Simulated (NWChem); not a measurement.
System: H2S2 cation, doublet; SMILES of the neutral closed-shell parent SS

```xyz
4

S      0.0692    -1.0017     0.0000
S     -0.0692     1.0017     0.0000
H     -1.2814    -1.1905     0.0000
H      1.2814     1.1905     0.0000
```
Atoms are numbered in this order, from 1.

Results from NWChem. Pople sets run with spherical d functions. Spin-unrestricted. In the optimisation the excess spin sits in bg (C2h, its own frame). All runs use the structure optimised with PBE0/def2-SVP, spin-unrestricted. The spin multiplicity was typed, not searched, and may not be the lowest. No stability test was run on the SCF state. Vzz is the largest principal value of the second derivative of the potential at the nucleus (NWChem prints the opposite sign); η is the asymmetry. Non-relativistic.

```
level                Vzz S2 (a.u.)        η S2
-------------------  -------------  ----------
UHF/6-31G*              (withheld)  (withheld)
UHF/cc-pVTZ                  1.692        0.13
CAM-B3LYP/def2-TZVP          1.771        0.28
CAM-B3LYP/cc-pVTZ            1.638        0.24
```

**Question.** Complete the blanks.

**Answer.** 
- UHF/6-31G*, Vzz S2 (a.u.): 1.657
- UHF/6-31G*, η S2: 0.17
